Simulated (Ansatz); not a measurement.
CH9GeNSi can be A, `[NH2][GeH2][CH2][SiH3]`, or B, `C[SiH2][NH][GeH3]`.

Computed with Ansatz on PBE0-D4/def2-TZVP structures; ΔE is electronic, products minus reactants. CCSD(T)/CBS adds triple-zeta CCSD(T) − MP2 to the extrapolated MP2 energy (def2 sets, frozen cores). Functionals use def2-TZVPP. B3LYP here is the variant with VWN-RPA as its local correlation; programs differ in this. For Ge outer-core shells are correlated without core-valence functions, which leaves a few kJ/mol of doubt a bond. Scalar relativity is left out up to krypton. Each species was taken in one conformer, which may not be the lowest.

Q: Which isomer does CCSD(T)/CBS put lower? Give the gap. (Estimate.)

A: The calculation gave: B, by 14.7 kcal/mol.

Q: Give E(B) − E(A) in kcal/mol with PBE-D4, ωB97M-V, r2SCAN-D4, B3LYP-D4, MP2/def2-TZVPP, PBE0-D4, CCSD/def2-TZVPP. (Best estimate.)

A: Ansatz gave: PBE-D4 -13.7, ωB97M-V -15.2, r2SCAN-D4 -15.3, B3LYP-D4 -15.7, MP2/def2-TZVPP -14.5, PBE0-D4 -14.4, CCSD/def2-TZVPP -14.9. None reverses the order clearly.

Largest T1 diagnostic: 0.011.

In def2-TZVPP, CCSD(T) changes the Hartree–Fock value by +3.7 kcal/mol (the triples alone add +0.5 kcal/mol) and MP2 by +3.6 kcal/mol.
